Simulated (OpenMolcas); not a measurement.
Computed levels of 5d⁵ in ions with 73 electrons, in cm-1 above ⁶S_5/2.

```json
{"Program": "OpenMolcas 26.06", "Method": "RASSCF", "Basis": "ANO-RCC-VTZP", "Scalar Hamiltonian": "DKH2, point nucleus", "Spin-orbit coupling": "state interaction with AMFI integrals over the reference wave functions, term energies averaged over their components"}
```

Active space for each ion: 11 electrons in 8 orbitals (RAS1 5p, at most 2 holes; RAS2 5d).

```csv
Level,Re2+,Os3+,Ir4+,Au6+
⁴G_7/2,22834,25324,27228,31050
⁴G_11/2,23535,26355,28675,33371
⁴G_9/2,24033,27077,29707,35162
⁴P_1/2,24939,27921,30463,35914
⁴D_7/2,28196,31864,35240,42600
⁴D_1/2,30581,35001,39266,48813
²I_11/2,33486,37716,41462,49862
²I_13/2,35942,40920,45472,55433
²H_9/2,40686,46118,51033,61703
```

Q: Estimate ⁴G_7/2, ⁴G_11/2 for Pt5+ from its neighbours Ir4+ and Au6+.

A: ⁴G_7/2 is another term, which grows about linearly with the charge: (27228 + 31050) / 2 = 29139. The calculation gives 29170, so the estimate is off by -0.1 %.
⁴G_11/2 is another term, which grows about linearly with the charge: (28675 + 33371) / 2 = 31023. The calculation gives 31024, so the estimate is off by 0 %.

Mixed levels, with the weight of the term that names them: Re2+ ²H_9/2 (58 %), Os3+ ⁴G_7/2 (72 %), Os3+ ⁴P_1/2 (74 %), Os3+ ⁴D_7/2 (74 %), Os3+ ²I_11/2 (75 %), Os3+ ²H_9/2 (57 %), Ir4+ ⁴G_7/2 (65 %), Ir4+ ⁴P_1/2 (72 %), Ir4+ ⁴D_7/2 (68 %), Ir4+ ²I_11/2 (72 %), Ir4+ ²H_9/2 (56 %), Pt5+ ⁴G_7/2 (60 %), Pt5+ ⁴P_1/2 (70 %), Pt5+ ⁴D_7/2 (62 %), Pt5+ ²I_11/2 (69 %), Pt5+ ²H_9/2 (55 %), Au6+ ⁴G_7/2 (55 %), Au6+ ⁴G_11/2 (71 %), Au6+ ⁴P_1/2 (67 %), Au6+ ⁴D_7/2 (54 %), Au6+ ⁴D_1/2 (75 %), Au6+ ²I_11/2 (66 %), Au6+ ²H_9/2 (54 %).

Without dynamic correlation excited terms often stand tens of per cent too high (terms of higher spin than the ground term too low), and those without a measured partner can miss by more than the paired ones. Active for correlation alone: 5p; no level in the range computed is led by a configuration that opens it, so any true level of that kind is missing. Some levels mix across a computed gap that differs much from the measured one, so their mixing is not that of the real levels (holds for Re2+). Only configurations of the active space appear.
